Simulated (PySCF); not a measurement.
3-cyanopyridine, C₆H₄N₂.
InChI=1S/C6H4N2/c7-4-6-2-1-3-8-5-6/h1-3,5H

The closed-shell ground state was solved at several levels (PySCF, density fitting, gas phase, non-relativistic). Geometry: GFN2-xTB; no solvent, vibrations or thermal averaging.

| level | basis functions | total energy (Eh) | HOMO (eV) | LUMO (eV) | gap (eV) | dipole (D) |
| --- | --- | --- | --- | --- | --- | --- |
| PBE0/def2-SVPD | 192 | -339.8893 | -8.11 | -2.03 | 6.08 | 3.97 |
| B3LYP/pcJ-1 | 256 | -340.5346 | -7.83 | -2.15 | 5.68 | 3.93 |

**Question.** What might PBE0/pcSseg-1 (156 basis functions) give for the same quantities?

**Answer.** Total energy -340.0829 Eh, HOMO -8.12 eV, LUMO -2.00 eV, gap 6.12 eV, dipole 3.92 D.

**Question.** Over all these levels, which gives the widest orbital gap and which the narrowest?

**Answer.** PBE0/pcSseg-1 (global hybrid, 25 % exact exchange) has the widest, 6.12 eV, and B3LYP/pcJ-1 (global hybrid, 20 % exact exchange) the narrowest, 5.68 eV. Functional and basis both differ between the two, so the spread mixes both effects.

**Question.** How far do the dipole and the HOMO energy spread over the levels?

**Answer.** The dipole runs from 3.92 to 3.97 D (mean 3.94 D) and the HOMO from -8.12 to -7.83 eV.
